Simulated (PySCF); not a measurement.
UHF on Ir⁺ (iridium, charge +1)

Configuration: [Xe] 4f14 5d7 6s1, high-spin 5F determinant. Calculation: PySCF 2.14, in def2-TZVP with the def2 core potential (60 electrons) (6s4p3d1f, 40 functions); a scalar-relativistic core potential.

| Property | Result |
| --- | --- |
| Total energy | -103.185038 hartree |
| One-electron energy | -174.6460 hartree |
| Hartree (Coulomb) energy | 81.0102 hartree |
| Exchange energy | -9.5492 hartree |
| ⟨S²⟩ | 6.0033 |
| ⟨L²⟩ | 12.034 |
| Sum of ⟨r⟩ | 23.49 bohr |
| Sum of ⟨r²⟩ | 42.55 bohr² |
| Time after the integrals | 0.08 s of wall time on 1 thread of Intel(R) Xeon(R) 6975P-C (shared host) |

```json
{"shell": "5s α", "electrons": "1", "mean orbital energy (hartree)": "-4.64965", "spread (hartree)": "0", "rms radius, mean of both spins (bohr)": "1.06"}
{"shell": "5s β", "electrons": "1", "mean orbital energy (hartree)": "-4.48260", "spread (hartree)": "0", "rms radius, mean of both spins (bohr)": "1.06"}
{"shell": "5p α", "electrons": "3", "mean orbital energy (hartree)": "-2.85857", "spread (hartree)": "0", "rms radius, mean of both spins (bohr)": "1.23"}
{"shell": "5p β", "electrons": "3", "mean orbital energy (hartree)": "-2.63301", "spread (hartree)": "0", "rms radius, mean of both spins (bohr)": "1.23"}
{"shell": "5d α", "electrons": "5", "mean orbital energy (hartree)": "-0.81681", "spread (hartree)": "0.03657", "rms radius, mean of both spins (bohr)": "1.79"}
{"shell": "5d β", "electrons": "2", "mean orbital energy (hartree)": "-0.71109", "spread (hartree)": "0", "rms radius, mean of both spins (bohr)": "1.79"}
{"shell": "6s α", "electrons": "1", "mean orbital energy (hartree)": "-0.61080", "spread (hartree)": "0", "rms radius, mean of both spins (bohr)": "2.95"}
```

Energies and moments cover only the electrons outside the core potential. Spin-orbit coupling, absent here, splits the open shell strongly.
